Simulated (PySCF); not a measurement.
**Working out the excitation energy of C⁺**

C⁺ [He] 2s2 2p1 (2P) → C⁺ [He] 2s2 3d1 (2D). Computed with PySCF 2.14 in aug-cc-pVDZ (4s3p2d, 23 functions), with the non-relativistic Hamiltonian (point nucleus). Frozen: 1s2. Energies in hartree (1 hartree = 27.21139 eV):

```tsv
part	C⁺ (lower)	C⁺ (upper)
UHF	-37.290253	-36.556579
CCSD correlation	-0.067257	-0.069526
(T)	-0.000686	-0.000692
```

Q: What does Hartree-Fock give?

A: (-36.556579) − (-37.290253) = 0.733674 hartree = 19.964 eV.

Q: What do CCSD and CCSD(T) give?

A: The CCSD correlation energies differ by -0.002269 hartree = -0.062 eV and the triples by -0.000006 hartree = 0.000 eV, so CCSD gives 19.902 eV and CCSD(T) 19.902 eV.

Measured between the centres of the two terms (NIST): 18.041 eV, so CCSD(T) (valence) is off by 1.861 eV.

A double-zeta basis recovers only part of the correlation energy.

The coupled-cluster amplitudes are large, so a single reference is strained.

What remains against the reference includes basis incompleteness, the frozen core and higher excitations.
